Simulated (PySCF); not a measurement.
Sb(Cl)2(TeH) (Cl₂HSbTe), SMILES [Sb]([Cl])([TeH])[Cl].

Geometry: PBE-D3(BJ)/def2-SVP. The structure was generated by enumeration; whether it is a known compound was not checked. The def2 effective core potentials stand for the cores of Sb, Te; spin–orbit coupling is left out.

All values below come from PBE-D3(BJ)/def2-SVP (PySCF).

Frequencies are harmonic and unscaled.

```json
[
 {"mode": "1", "ν (cm⁻¹)": "69", "IR (km/mol)": "0.7", "moving atoms (share of kinetic energy)": "Cl 69 %, Te 17 %"},
 {"mode": "2", "ν (cm⁻¹)": "76", "IR (km/mol)": "1.2", "moving atoms (share of kinetic energy)": "Cl 71 %, Te 13 %, Sb 9 %"},
 {"mode": "3", "ν (cm⁻¹)": "102", "IR (km/mol)": "1.9", "moving atoms (share of kinetic energy)": "Cl 56 %, Sb 21 %, Te 12 %, H 12 %"},
 {"mode": "4", "ν (cm⁻¹)": "157", "IR (km/mol)": "0.6", "moving atoms (share of kinetic energy)": "H 72 %, Cl 22 %"},
 {"mode": "5", "ν (cm⁻¹)": "188", "IR (km/mol)": "13.8", "moving atoms (share of kinetic energy)": "Sb 55 %, Te 40 %"},
 {"mode": "6", "ν (cm⁻¹)": "339", "IR (km/mol)": "57.6", "moving atoms (share of kinetic energy)": "Cl 76 %, Sb 24 %"},
 {"mode": "7", "ν (cm⁻¹)": "350", "IR (km/mol)": "37.2", "moving atoms (share of kinetic energy)": "Cl 78 %, Sb 21 %"},
 {"mode": "8", "ν (cm⁻¹)": "503", "IR (km/mol)": "2.1", "moving atoms (share of kinetic energy)": "H 97 %"},
 {"mode": "9", "ν (cm⁻¹)": "2042", "IR (km/mol)": "37.4", "moving atoms (share of kinetic energy)": "H 99 %"}
]
```
